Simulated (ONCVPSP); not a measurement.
# Before and after: ONCV potential for hafnium

hafnium (Hf), optimised norm-conserving Vanderbilt (ONCV), made with ONCVPSP 4.0.1 (PBEsol, scalar-relativistic). Core [Kr] 4d10 4f14 5s2, reference 5p6 5d2 6s1 (charge +1). Waves: 6s: rc 2.75 bohr, ncon 4, nbas 7, qcut 1.9 1/bohr, 2 projectors, debl 0.5 Ha; 5p: rc 1.80 bohr, ncon 3, nbas 6, qcut 9 1/bohr, 2 projectors, debl 3.8 Ha; 5d: rc 2.85 bohr, ncon 4, nbas 8, qcut 5.2 1/bohr, 2 projectors, debl 1.3 Ha; f scattering state at 0.13 Ha: rc 2.50 bohr, ncon 4, nbas 8, qcut 4.7 1/bohr, 2 projectors, debl 3.2 Ha. Local part: polynomial inside 1.70 bohr (lpopt 2, dvloc0 0 Ha). Core correction: Teter function, fcfact 4.75, rcfact 1.1.

Change: s: qcut 1.6; p: qcut 7.6; d: qcut 4.4; f: qcut 4.

Cutoffs: the cutoffs (Ha) at which the residual kinetic energy of the hardest occupied pseudo-wave falls to 1 and 0.1 mHa per electron; they do not see the model core or the augmentation charge, which bear on the density cutoff. Errors are all-electron minus pseudo energies relative to the spin-unpolarised reference configuration.

Question: How do hardness, ghosts and transferability respond?

Answer: The potential gets softer (22 Ha and 27 Ha → 17 Ha and 22 Ha); of the 4 tests that both files solve, the error grows in 4 and shrinks in 0 by more than 15 % and 0.3 meV (median size 25.2 → 31.4 meV); neither file shows a bound ghost.

```csv
quantity,base,changed
"cutoff, loose",22 Ha,17 Ha
"cutoff, tight",27 Ha,22 Ha
loose cutoff by channel,"s 7.0 Ha, p 22 Ha, d 9.4 Ha","s 11 Ha, p 17 Ha, d 8.2 Ha"
bound ghosts,none,none
GHOST(+) flags under 300 eV,s at 9.1 eV,s at 13.0 eV
"error for 5p6 5d2 6s2, meV [ΔE -8.01 eV]",+1.9,+3.4
"error for 5p6 5d2 6s0, meV [ΔE 14.16 eV]",+2.5,+3.2
"error for 5p6 5d1 6s0, meV [ΔE 35.94 eV]",+48,+59
"error for 5p6 5d0 6s0, meV [ΔE 68.76 eV]",+174,+291
s: phases at 2.79 bohr within 0.05 rad from the reference energy up to (Ha; the scan ends near 5),2.1,2.1
p: phases at 1.82 bohr within 0.05 rad from the reference energy up to (Ha; the scan ends near 5),to the end of the scan,to the end of the scan
d: phases at 2.89 bohr within 0.05 rad from the reference energy up to (Ha; the scan ends near 5),4.0,4.0
f: phases at 2.53 bohr within 0.05 rad from the reference energy up to (Ha; the scan ends near 5),to the end of the scan,to the end of the scan
"rms error of d²Exc/dni dnj with the model core, mHa",3.24,3.19
```

Changed file: The cutoffs count occupied waves only; projector 2 of the f channel, the hardest unoccupied one, needs 50 Ha at the loose tolerance.
